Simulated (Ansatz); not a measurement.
`C[O][Mo](=[O])([OH])([Cl])[O]C`, 15 atoms. Charge 0, multiplicity 1. Correlated methods include outer-core shells of Mo, which these sets cover unevenly. Mo: def2 effective core potential. All runs use 2 threads of an AMD EPYC 7R13 on a shared host and a share of an NVIDIA H100 80 GB. Correlated methods freeze the cores.

Give the basis size and wall time and peak host memory of each of these runs in Ansatz. RHF-MP2/def2-QZVPP energy; RKS ωB97M-V/def2-QZVPP energy; RKS CAM-B3LYP-D4/def2-TZVPP energy; RKS B3LYP-D4/def2-TZVPP energy and forces; RKS PBE0-D4/def2-TZVP relaxation (15 steps); RKS LC-ωPBE/def2-TZVPP energy; RKS PBE0-D4/def2-SVP energy; direct RPA on PBE orbitals/def2-TZVPP energy; RKS PBE0-D4/def2-TZVP frequencies; RKS r2SCAN-D4/def2-TZVPP energy and forces; RHF-MP2/def2-TZVPP energy; RKS ωB97M-V/def2-SVP energy. (Best estimate.)

Computed: Other jobs shared the machine, so times are rough.

| level | job | functions | wall time | peak host memory (GiB) |
| --- | --- | --- | --- | --- |
| RKS B3LYP-D4/def2-TZVPP | energy and forces | 382 | 7.5 s | 1 |
| RKS PBE0-D4/def2-SVP | energy | 168 | 12 s | 0.83 |
| direct RPA on PBE orbitals/def2-TZVPP | energy | 382 | 15 s | 1.8 |
| RKS ωB97M-V/def2-SVP | energy | 168 | 17 s | 0.95 |
| RKS ωB97M-V/def2-QZVPP | energy | 703 | 17 s | 1.4 |
| RKS r2SCAN-D4/def2-TZVPP | energy and forces | 382 | 17 s | 0.95 |
| RHF-MP2/def2-TZVPP | energy | 382 | 18 s | 1.5 |
| RKS CAM-B3LYP-D4/def2-TZVPP | energy | 382 | 21 s | 0.92 |
| RKS LC-ωPBE/def2-TZVPP | energy | 382 | 22 s | 0.93 |
| RKS PBE0-D4/def2-TZVP | relaxation (15 steps) | 305 | 47 s | 0.98 |
| RHF-MP2/def2-QZVPP | energy | 703 | 2 min | 8 |
| RKS PBE0-D4/def2-TZVP | frequencies | 305 | 3.6 min | 0.98 |

B3LYP here is the variant with VWN-RPA as its local correlation; programs differ in this. LC-ωPBE has ω = 0.4 bohr⁻¹.
